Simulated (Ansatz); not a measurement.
Isolated molecules relaxed with PBE0-D4/def2-TZVP in Ansatz; ΔE leaves out vibrations. CCSD(T)/CBS adds triple-zeta CCSD(T) − MP2 to the extrapolated MP2 energy (def2 sets, frozen cores). This one scheme is used for every species. Each species was taken in one conformer, which may not be the lowest.

`O[SiH](F)F` + `O[SiH](O)O` → `O[SiH](O)O[SiH](O)F` + H–F  (ligand exchange at the Si–F bond)

`O[SiH](F)F`:

Z-matrix (Å, degrees):
```
Si
F 1 1.584
F 1 1.584 2 105.5
O 1 1.614 2 111.2 3 -120.7
H 1 1.463 2 110.2 3 118.9
H 4 0.958 1 120.9 2 58.5
```

`O[SiH](O)O`:

Z-matrix (Å, degrees):
```
Si
O 1 1.641
O 1 1.633 2 105.0
O 1 1.630 2 114.4 3 -119.5
H 1 1.476 2 110.6 3 122.9
H 2 0.958 1 117.9 3 -173.6
H 3 0.958 1 116.6 2 25.4
H 4 0.959 1 117.6 2 72.3
```

`O[SiH](O)O[SiH](O)F`:

```xyz
12

O    -0.117    2.706    0.310
Si    0.632    1.318   -0.074
O     1.530    0.837    1.202
O    -0.438    0.130   -0.451
Si   -0.851   -1.390   -0.091
O    -1.167   -2.264   -1.415
F     0.398   -2.008    0.701
H    -0.451    2.809    1.202
H     1.423    1.598   -1.283
H     1.687   -0.103    1.309
H    -2.022   -1.476    0.787
H    -0.625   -2.158   -2.198
```

H–F:

Cartesian coordinates in Å:
```
F -0.096 0.286 0.347
H 0.096 -0.286 -0.347
```

| species | SCS-MP2/def2-QZVPP energy (Eh) |
| --- | --- |
| `O[SiH](F)F` | -565.12691 |
| `O[SiH](O)O` | -517.06367 |
| `O[SiH](O)O[SiH](O)F` | -981.81916 |
| H–F | -100.36288 |

(1) Work out ΔE.

Largest T1 diagnostic among the species: 0.012.

## Answers

(1) ΔE = (-981.81916) + (-100.36288) − (-565.12691) − (-517.06367) = 0.00854 Eh = +0.23 eV. CCSD(T)/CBS gives +0.20 eV.

In def2-TZVPP, CCSD(T) changes the Hartree–Fock value by −0.09 eV (the triples alone add −0.01 eV) and MP2 by −0.09 eV. From PBE to PBE0 (25 % exact exchange), in def2-TZVPP and without D4, ΔE moves by −0.04 eV. The D4 term adds −0.12 eV with B3LYP and −0.07 eV with PBE0; it sums over pairs of atoms, weighted by their polarisabilities, and B3LYP, whose exchange is more repulsive, gets the larger term.

B3LYP here is the variant with VWN-RPA as its local correlation; programs differ in this.
